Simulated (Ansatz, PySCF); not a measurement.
Spin states of HIrO (SMILES [OH][Ir]), each relaxed with B3LYP-D3(BJ)/def2-TZVP.
State 1 (charge 0, multiplicity 3):
```xyz
3

Ir    -0.9390    -0.6483    -0.8156
O      0.4618    -0.1337     0.3128
H      0.4439     0.8294     0.4325
```
State 2 (charge 0, multiplicity 5):
```xyz
3

Ir    -1.0054    -0.7721    -0.8828
O      0.3807    -0.0398     0.2647
H      0.5914     0.8592     0.5479
```

Singlets are restricted, other states unrestricted; no spin–orbit coupling, no relativity up to Kr; see below for the cores. The largest T1 diagnostic is 0.063.

Correlated levels freeze the inner cores; with def2 sets outer-core shells near the valence are correlated too.

The values were computed with Ansatz (a first-principles code); PySCF for the dispersion terms.  In def2 rows elements past Kr take small-core potentials, without spin–orbit coupling.

```csv
level,energy of the multiplicity-5 state less that of the multiplicity-3 state (kcal/mol)
SVWN5/def2-TZVPP,26.23
r2SCANh/def2-TZVPP,15.37
B3LYP-D3(BJ)/def2-TZVPP,22.00
PBE0/def2-TZVPP,19.55
PBE0-D4/def2-TZVPP,19.55
wB97X-V/def2-TZVPP,23.36
wB97M-V/def2-TZVPP,20.55
B2PLYP/def2-TZVPP,21.50
CCSD/def2-SVP,[?]
```

Task: Some entries are withheld; supply them.

Result: 
- CCSD/def2-SVP, energy of the multiplicity-5 state less that of the multiplicity-3 state (kcal/mol): 14.84

Doubts at one or more of the structures used: T1 above 0.05 (CCSD/def2-SVP).
